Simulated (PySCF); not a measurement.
C2H9ClOSi2.
Cartesian coordinates in Å at the PBE0-D3(BJ)/def2-SVP level; atoms count from 1:
```
atom  x, y, z in Å
C1     2.3329    0.3314   -0.0413
Si2    1.2263   -1.1656   -0.1736
O3    -0.2288   -0.7649   -0.8861
Si4   -1.5234    0.2530   -0.8684
C5    -2.1754    0.4325    0.8957
Cl6   -0.8796    1.0753    1.9586
H7     3.2980    0.0588    0.4150
H8     2.5328    0.7626   -1.0342
H9     1.8599    1.1016    0.5866
H10    0.9674   -1.7608    1.1721
H11    1.8502   -2.2069   -1.0425
H12   -2.6084   -0.3270   -1.7126
H13   -1.1493    1.6066   -1.3728
H14   -2.4968   -0.5334    1.3124
H15   -3.0270    1.1278    0.9481
```

Method used: PBE0-D3(BJ)/def2-SVP geometry optimisation, gas phase (PySCF).

Masses are those of the commonest isotopes; rigid-rotor values at the optimised geometry. The values belong to one conformer with, in the numbering `[CH3:1][SiH2:2][O:3][SiH2:4][CH2:5][Cl:6]`, C1–Si2–O3–Si4 -52°, Si2–O3–Si4–C5 -47°, O3–Si4–C5–Cl6 59°.

(1) What are A, B and C (cm⁻¹)?

(2) What kind of rotor is it?

(3) Is it planar, by Δ = Ic − Ia − Ib?

(4) Predict some low-J microwave lines.

(5) Estimate the classical rotational partition function at 25 K, 200 K and 298.15 K.

Results:

(1) Ia = 225.14, Ib = 398.03, Ic = 542.43 u·Å²; 505379 MHz·u·Å²/I gives 2245, 1270 and 931.7 MHz, that is A = 0.07488, B = 0.04235, C = 0.03108 cm⁻¹.

(2) An asymmetric top. Ray's parameter κ = (2B − A − C)/(A − C) = -0.485; −1 is the prolate and +1 the oblate limit.

(3) Not planar: Δ = Ic − Ia − Ib = -80.74 u·Å². For a rigid frame Δ = −2 Σ m c², so Σ m c² = 40.37 u·Å² lies off the ab plane: 14.81 from hydrogen and 25.56 from heavier atoms. The atom farthest from that plane is 1.89 Å away.

(4) The dipole components are |μa| = 0.78 D, |μb| = 0.45 D, |μc| = 0.16 D. The squared components, which scale the intensities, stand as 1.00 : 0.34 : 0.04 (a : b : c). Some lines, for components of 0.1 D or more:

```csv
type,branch,"J(Ka,Kc)",MHz,lower level (cm⁻¹)
c,Q,"4(2,3) ← 4(1,3)",1918,0.821
b,Q,"3(1,2) ← 3(0,3)",2454,0.429
a,Q,"4(1,3) ← 4(1,4)",3310,0.711
c,R,"1(1,0) ← 0(0,0)",3514,0.000
b,R,"4(2,2) ← 3(3,1)",3924,0.785
b,Q,"2(2,1) ← 2(1,2)",3939,0.242
a,R,"2(0,2) ← 1(0,1)",4329,0.073
b,Q,"3(2,2) ← 3(1,3)",4488,0.444
a,R,"2(1,1) ← 1(1,0)",4741,0.117
c,Q,"3(3,1) ← 3(2,1)",5414,0.605
c,R,"2(1,1) ← 1(0,1)",6054,0.073
b,R,"4(1,3) ← 3(2,2)",6830,0.593
a,R,"3(1,2) ← 2(1,1)",7059,0.275
b,Q,"4(4,1) ← 4(3,2)",7903,1.083
b,R,"4(1,4) ← 3(0,3)",8444,0.429
a,R,"4(2,3) ← 3(2,2)",8748,0.593
a,R,"4(2,2) ← 3(2,1)",9338,0.605
c,R,"3(3,1) ← 2(2,1)",12366,0.373
b,R,"4(2,2) ← 3(1,3)",14174,0.444
b,R,"4(4,1) ← 3(3,0)",16819,0.786
```

(5) Point group C1, symmetry number σ = 1; q = (√π/σ)·√((kT/h)³/(ABC)), k/h = 20836.6 MHz/K: 12900 at 25 K, 293000 at 200 K, 533000 at 298.15 K.

Not checked by PBE0-D3(BJ)/def2-SVP frequencies. These are rigid-rotor constants of the computed structure; measured ground-state constants (B0) also hold zero-point vibration. A rigid rotor knows nothing of internal rotation, which can split or shift real lines. Quadrupole hyperfine structure (35Cl) is left out.
